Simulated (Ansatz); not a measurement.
Reaction (silylene formation by 1,1-elimination): `N[SiH](O)O` → `NO` + `O[SiH]`

Calculated with Ansatz (gas phase, PBE0-D4/def2-TZVP geometries, no zero-point term in ΔE). CCSD(T)/CBS is extrapolated from def2-TZVPP and def2-QZVPP, frozen cores. Functionals use def2-TZVPP. B3LYP here is the variant with VWN-RPA as its local correlation; programs differ in this. HSE06 is defined as in plane-wave codes. One conformer a species, not always the lowest.

| level | ΔE (kJ/mol) | difference from CCSD(T)/CBS |
| --- | --- | --- |
| LDA (SPW92) | 607.8 | -4.6 |
| revPBE-D4 | 560.0 | -52.4 |
| B3LYP-D4 | 585.6 | -26.8 |
| r2SCANh-D4 | 620.3 | 7.9 |
| HSE06-D4 | 594.7 | -17.7 |
| r2SCAN | 612.7 | 0.3 |
| r2SCAN0 | 626.1 | 13.7 |
| HSE06 | 588.3 | -24.1 |
| BHLYP | 607.3 | -5.1 |
| CAM-B3LYP | 594.8 | -17.6 |
| SCS-MP2/def2-QZVPP | 618.1 | 5.7 |
| CCSD(T)/def2-QZVPP | 606.1 | -6.3 |
| HF/CBS(def2) | 613.4 | 1.0 |
| MP2/CBS(def2) | 641.0 | 28.6 |
| CCSD/CBS(def2) | 614.0 | 1.6 |
| CCSD/CBS(cc) | 616.7 | 4.3 |
| CCSD(T)/CBS | 612.4 | 0 |

Largest T1 diagnostic among the species: 0.016.

At CCSD(T), def2-SVP lies −67.4 kJ/mol from the extrapolated value and def2-TZVPP −16.9 kJ/mol. Leaving LDA and LC-ωPBE aside and taking each functional with its dispersion term where it has one, the values, not all of them listed here, spread over 69.6 kJ/mol, from BLYP-D4 to r2SCAN0-D4. LDA lies +48.9 kJ/mol from PBE without D4. From BLYP to BHLYP (50 % exact exchange), in def2-TZVPP and without D4, ΔE moves by +66.0 kJ/mol.
